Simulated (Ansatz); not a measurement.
`C[SiH](F)Cl` + `O=C=[N][GaH][Cl]` → `C[Si](F)(Cl)N=C=O` + `[Cl][GaH2]` at 298.15 K and 1 bar (redistribution).

Isolated molecules relaxed with PBE0-D4/def2-TZVP in Ansatz; ΔE leaves out vibrations. CCSD(T)/CBS is the MP2 limit (def2-TZVPP, def2-QZVPP) plus CCSD(T) − MP2 in def2-TZVPP, frozen cores. For Ga outer-core shells are correlated without core-valence functions, which leaves a few kJ/mol of doubt a bond. Scalar relativity is left out up to krypton. Each species was taken in one conformer, which may not be the lowest.

```
            species  CCSD(T)/CBS energy (Eh)  H − E (kJ/mol)  S (J/(mol·K))
      `C[SiH](F)Cl`               -889.24457           149.3          318.0
 `O=C=[N][GaH][Cl]`              -2552.32599            75.9          350.0
`C[Si](F)(Cl)N=C=O`              -1056.62222           172.9          398.5
       `[Cl][GaH2]`              -2384.95520            49.7          264.5
```

H − E and S are ideal-gas, rigid-rotor, harmonic terms from PBE0-D4/def2-TZVP, for one conformer and one mirror image of each species. 1 Eh = 2625.50 kJ/mol, R = 8.31446 J/(mol·K).

By hand: ΔE, ΔH, ΔS and ΔG.

ΔE = (-1056.62222) + (-2384.95520) − (-889.24457) − (-2552.32599) = -0.00686 Eh = -18.0 kJ/mol. Δ(H − E) = 172.9 + 49.7 − 149.3 − 75.9 = -2.6, so ΔH = -20.6 kJ/mol. ΔS = 398.5 + 264.5 − 318.0 − 350.0 = -5.0 J/(mol·K). ΔG = -20.6 − 298.15 × (-5.0)/1000 = -19.1 kJ/mol.

By hand: the equilibrium constant, and the temperature at which ΔG would vanish if ΔH and ΔS stayed fixed.

log₁₀ K = −ΔG/(RT ln 10) = 3.3. ΔG = 0 at ΔH/ΔS = 4120 K, far beyond where these terms or the molecules hold.

The number of gas molecules stays the same, so ΔS is small and ΔH decides. A doubt of 5 kJ/mol in ΔE shifts log₁₀ K by 0.9 here. Other conformers and mirror images would add mixing entropy, several J/(mol·K) or more a flexible species. Modes under 60 cm⁻¹, often nearly free rotors, make the harmonic entropy too high. These are equilibria of isolated gas molecules and say nothing of rates. Largest T1 diagnostic: 0.015 (customary marks: 0.02 for closed shells, 0.045 for open ones).
